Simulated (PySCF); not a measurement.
**Working out the ionisation energy of F²⁺**

F²⁺ [He] 2s2 2p3 (4S) → F³⁺ [He] 2s2 2p2 (3P). Computed with PySCF 2.14 in dyall-av3z (15s9p3d2f, 71 functions), with scalar relativity by spin-free X2C-1e. Frozen: 1s2; the 14 highest virtual orbitals dropped. Energies in hartree (1 hartree = 27.21139 eV):

```csv
part,F²⁺ (lower),F³⁺ (upper)
UHF,-97.701943,-95.414307
CCSD correlation,-0.118895,-0.105270
(T),-0.001296,-0.001201
```

What does Hartree-Fock give?

(-95.414307) − (-97.701943) = 2.287636 hartree = 62.250 eV.

What do CCSD and CCSD(T) give?

The CCSD correlation energies differ by 0.013625 hartree = 0.371 eV and the triples by 0.000095 hartree = 0.003 eV, so CCSD gives 62.621 eV and CCSD(T) 62.624 eV.

A first-order spin-orbit estimate adds -0.054 eV to CCSD(T) (valence), giving 62.570 eV against 62.708 eV (semi-empirical (NIST evaluation); NIST Atomic Spectra Database, ionization energies).

What remains against the reference includes basis incompleteness, the frozen core and higher excitations.
